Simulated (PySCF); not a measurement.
**Worked example: dipole moment from atomic charges**

CBClF₄, SMILES FB(C(F)(F)F)Cl. Atoms are numbered in the order given.

```xyz
7

B      0.0984     0.0392     0.7352
C      0.2344    -0.3681    -0.8238
F     -0.6352     0.2609    -1.6202
F      0.0432    -1.6919    -0.9705
F      1.4747    -0.0816    -1.2616
Cl    -1.0578     1.2109     1.2741
F      0.9045    -0.5511     1.5864
```
Charge 0, spin multiplicity 1.

Geometry: ωB97X-D3(BJ)/def2-SVP. This is a generated structure with no PubChem entry under its InChIKey; it may be hypothetical.

Charges (e) from PBE/def2-TZVP (PySCF):

```csv
atom,Mulliken,IAO
B1,0.230,0.391
C2,0.366,0.636
F3,-0.125,-0.256
F4,-0.130,-0.258
F5,-0.130,-0.258
Cl6,-0.058,-0.005
F7,-0.153,-0.250
```

The dipole moment of the full density is 1.17 D.

### Question
What dipole moment does each set of point charges give, and which comes closer to that of the density?

### Answer

μ = Σ q r, and 1 e Å = 4.8032 D.
Mulliken: Σ q r = (-0.087, 0.086, 0.044) e Å, |μ| = 0.62 D.
IAO: Σ q r = (-0.262, 0.304, 0.351) e Å, |μ| = 2.56 D.
Mulliken comes closer in size. Point charges leave out the atoms' own dipoles (lone pairs, polarised bonds); fits to the potential absorb them, partitions of the density don't.
